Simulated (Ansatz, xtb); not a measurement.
Relative energy of two isomers of C2H6GeOS

Structure X: `O=[C]([GeH3])CS`, a singlet. Structure Y: `C[C](=O)[GeH2][SH]`, a singlet. Both are isolated molecules in the gas phase, relaxed with PBE0-D3(BJ)/def2-SVP; the shapes shown needn't be the lowest conformers.

X (Å):

```yaml
atoms:
  - { symbol: C, position_ang: [0.4359, 1.0746, -1.7427] }
  - { symbol: C, position_ang: [-0.4680, -0.0319, -2.2460] }
  - { symbol: Ge, position_ang: [0.2621, 1.6521, 0.1785] }
  - { symbol: O, position_ang: [1.2918, 1.5592, -2.4377] }
  - { symbol: S, position_ang: [-0.2422, -1.5082, -1.2105] }
  - { symbol: H, position_ang: [0.3882, 3.1847, 0.1767] }
  - { symbol: H, position_ang: [1.4241, 1.0507, 0.9825] }
  - { symbol: H, position_ang: [-1.0847, 1.2334, 0.7937] }
  - { symbol: H, position_ang: [-0.2712, -0.2329, -3.3096] }
  - { symbol: H, position_ang: [-1.5249, 0.2501, -2.1142] }
  - { symbol: H, position_ang: [1.0568, -1.7068, -1.5266] }
```

Y (Å):

```csv
atom,x (Å),y (Å),z (Å)
C,-0.7169,-0.0978,0.3182
C,-1.1890,1.0272,-0.5537
Ge,0.1540,2.1566,-1.5444
O,-2.3473,1.3300,-0.6915
S,2.2008,1.2536,-1.5904
H,-1.5741,-0.6266,0.7575
H,-0.0862,-0.7887,-0.2631
H,-0.0686,0.3043,1.1142
H,0.3269,3.4860,-0.7920
H,-0.3737,2.3999,-2.9675
H,1.8712,0.2939,-2.4821
```

Problem. Estimate E(Y) − E(X) at the level CCSD(T)/def2-SVP + ΔMP2/def2-TZVPP.

Solution. Calculated at CCSD(T)/def2-SVP + ΔMP2/def2-TZVPP: E(Y) − E(X) = −23.0 kcal/mol, so structure Y lies lower.

How the difference moves with the method:

| level | geometry | E(Y) − E(X) (kcal/mol) | departure from the last row (kcal/mol) | job, with rough time for the two |
| --- | --- | --- | --- | --- |
| PBE0-D3(BJ)/def2-SVP | PBE0-D3(BJ)/def2-SVP | −23.6 | −0.6 | optimisation, 3.4 min |
| HF/def2-SVP | PBE0-D3(BJ)/def2-SVP | −25.0 | −2.0 | part of the CCSD(T) run |
| MP2/def2-SVP | PBE0-D3(BJ)/def2-SVP | −22.4 | +0.6 | part of the CCSD(T) run |
| CCSD(T)/def2-SVP | PBE0-D3(BJ)/def2-SVP | −21.7 | +1.3 | single point |
| CCSD(T)/def2-SVP + ΔMP2/def2-TZVPP | PBE0-D3(BJ)/def2-SVP | −23.0 |  | single point, 59 s |

As drawn, Y has 1 Ge–S, 1 C–H in place of 1 C–S, 1 Ge–H.

The levels shown agree on the order. The largest departure from CCSD(T)/def2-SVP + ΔMP2/def2-TZVPP is that of HF/def2-SVP, 2.0 kcal/mol. Levels run at GFN2-xTB geometries aren't shown. The last row adds to CCSD(T) the change of the MP2 difference between the two basis sets, here −1.3 kcal/mol.

With thermal terms from frequencies at re-optimised GFN2-xTB minima (ideal gas, soft modes damped towards free rotors, one conformer each, 298.15 K, 1 atm): the zero-point term adds +0.8 kcal/mol; ΔH is −21.8 and ΔG −22.9 kcal/mol.

The correlated steps freeze 17 core orbitals; the filled d shell of Ge is correlated, in a basis made for valence electrons. Programs: Ansatz 0.2.0, xtb 6.7.1; the last row on 2 threads of Intel(R) Xeon(R) Processor @ 2.70GHz on a shared host.
